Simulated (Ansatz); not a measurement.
`[OH][Sb]([F])[F]`, relaxed with RKS PBE-D4/def2-SVP in Ansatz from a rough embedded geometry. The force threshold is 0.03 eV/Å; the program also tests the step.

The species carries charge 0 and has multiplicity 1. Sb: def2 effective core potential.

Start:

```xyz
5

O    -0.182   -1.033   -0.653
Sb    0.605    0.716   -0.192
F    -1.018    1.182    0.821
F     1.413    0.021    1.422
H    -0.818   -0.886   -1.398
```

```tsv
step	energy (eV)	largest force (eV/Å)	largest move (Å)
1	-14023.0375	0.823	0.000
2	-14023.1180	0.202	0.180
3	-14023.1312	0.111	0.038
4	-14023.1324	0.037	0.012
5	-14023.1331	0.024	0.019
6 (rejected)	-14023.1140	1.219	0.146
7	-14023.1345	0.027	0.030
8	-14023.1362	0.081	0.031
9	-14023.1389	0.160	0.040
10	-14023.1435	0.379	0.059
11	-14023.1503	0.358	0.049
12	-14023.1585	0.705	0.078
13	-14023.1591	0.691	0.003
14	-14023.1623	1.272	0.196
15	-14023.1660	1.244	0.006
16	-14023.2252	1.173	0.152
17	-14023.2731	0.340	0.199
18 (rejected)	-14023.2617	0.890	0.125
19	-14023.2814	0.182	0.060
20	-14023.2842	0.054	0.100
21 (rejected)	-14023.2837	0.230	0.059
22	-14023.2848	0.016	0.029
```

End:

```xyz
5

O    -0.086   -0.699   -1.224
Sb    0.651    0.805   -0.159
F    -1.036    1.366    0.653
F     1.172   -0.238    1.409
H    -0.701   -1.234   -0.679
```

It took 23 s on 2 threads of an Arm Neoverse V1 on a shared host, with 0.14 GiB of host memory at the peak.
